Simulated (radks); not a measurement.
Values are calculated unless marked as measured or tabulated.
The neodymium ion Nd3+, configuration [Xe] 4f3. Level of theory: Dirac Kohn-Sham, PBE, spin-unpolarised, spherical densities, finite nucleus; open shells fill j = l - 1/2 first; Fermi nuclear charge, rms radius 4.9123 fm (a radial shooting solver on a logarithmic mesh with Libxc functionals).

Radial electron density D(r) = 4 pi r^2 rho(r):

```
   r/bohr * D(r) (the largest magnitude, 104, reaches the edge; | marks zero)
 0.001271 |  *
 0.001468 |  *
 0.001681 |   *
 0.001926 |    *
 0.002225 |     *
 0.002549 |       *
  0.00292 |        *
 0.003372 |          *
 0.003864 |             *
 0.004462 |               *
 0.005112 |                  *
 0.005857 |                      *
 0.006764 |                         *
 0.007749 |                             *
 0.008878 |                                *
  0.01025 |                                    *
  0.01175 |                                       *
  0.01357 |                                         *
  0.01554 |                                          *
  0.01781 |                                          *
  0.02057 |                                         *
  0.02356 |                                       *
  0.02721 |                                     *
  0.03117 |                                     *
  0.03572 |                                     *
  0.04125 |                                       *
  0.04726 |                                           *
  0.05414 |                                                *
  0.06253 |                                                    *
  0.07164 |                                                      *
  0.08273 |                                                     *
  0.09478 |                                                 *
   0.1086 |                                            *
   0.1254 |                                        *
   0.1437 |                                        *
   0.1646 |                                           *
   0.1901 |                                              *
   0.2178 |                                              *
   0.2515 |                                         *
   0.2882 |                                *
   0.3302 |                       *
   0.3813 |                  *
   0.4369 |                 *
   0.5045 |                    *
    0.578 |                    *
   0.6622 |                  *
   0.7648 |              *
   0.8762 |          *
    1.004 |       *
    1.159 |     *
    1.328 |    *
    1.534 |   *
    1.757 |  *
    2.013 | *
    2.325 |*
    2.664 *
    3.052 *
    3.525 *
    4.038 *
    4.664 *
    5.343 *
```

D(r) has 4 maxima, at r = 0.0166, 0.0728, 0.204, 0.564 bohr, and minima at 0.0319, 0.135, 0.410 bohr, inside which lie 2.02, 11.19, 29.05 electrons.
